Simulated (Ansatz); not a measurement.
C2H9FSi2 can be A, `CC(F)([SiH3])[SiH3]`, or B, `CC[SiH2][SiH2]F`.

Gas-phase electronic energies from Ansatz, PBE0-D4/def2-TZVP geometries. CBS: MP2 limit from def2 TZ/QZ plus the TZ coupled-cluster correction, frozen cores. DFT in def2-TZVPP. B3LYP here is the variant with VWN-RPA as its local correlation; programs differ in this. Each species was taken in one conformer, which may not be the lowest.

A:

```xyz
14

C    -1.5349    0.3337   -0.0754
C    -0.0924    0.0274   -0.4306
F     0.0183    0.0281   -1.8477
Si    0.4208   -1.7131    0.1388
Si    1.0905    1.3800    0.1927
H    -2.2101   -0.4189   -0.4925
H    -1.8352    1.3118   -0.4618
H    -1.6655    0.3428    1.0103
H     1.8068   -2.0079   -0.3027
H     0.3526   -1.7704    1.6238
H    -0.5197   -2.7080   -0.4397
H     0.6524    2.6928   -0.3492
H     2.4784    1.0876   -0.2450
H     1.0380    1.4139    1.6791
```

B:

Z-matrix (Å, degrees):
```
C
C 1 1.526
H 1 1.093 2 111.4
H 1 1.093 2 111.4 3 119.8
H 1 1.093 2 111.4 3 -120.1
Si 2 1.881 1 113.4 3 -60.1
H 2 1.095 1 110.5 3 61.5
H 2 1.095 1 110.5 3 178.6
Si 6 2.344 2 112.1 1 -179.4
H 6 1.491 2 110.3 1 -57.5
H 6 1.493 2 110.5 1 61.2
F 9 1.610 6 109.5 2 57.4
H 9 1.489 6 111.6 2 -61.1
H 9 1.487 6 112.4 2 176.8
```

(1) Which isomer does CCSD(T)/CBS put lower? Give the gap. (Best estimate.)

(2) Give E(B) − E(A) in kcal/mol with PBE-D4, B2PLYP, B3LYP, B3LYP-D4, PBE0-D4, CCSD(T)/def2-TZVPP, HF/def2-TZVPP. (Estimate.)

Largest T1 diagnostic: 0.012.

## Answers

(1) The calculation gave: B, by 55.3 kcal/mol.

(2) The calculation gave: PBE-D4 -52.9, B2PLYP -55.2, B3LYP -54.9, B3LYP-D4 -53.2, PBE0-D4 -54.7, CCSD(T)/def2-TZVPP -54.4, HF/def2-TZVPP -56.9. None reverses the order clearly.

From PBE to PBE0 (25 % exact exchange), in def2-TZVPP and without D4, E(B) − E(A) moves by −1.7 kcal/mol. The D4 term adds +1.7 kcal/mol with B3LYP and +0.9 kcal/mol with PBE0; it sums over pairs of atoms, weighted by their polarisabilities, and B3LYP, whose exchange is more repulsive, gets the larger term.
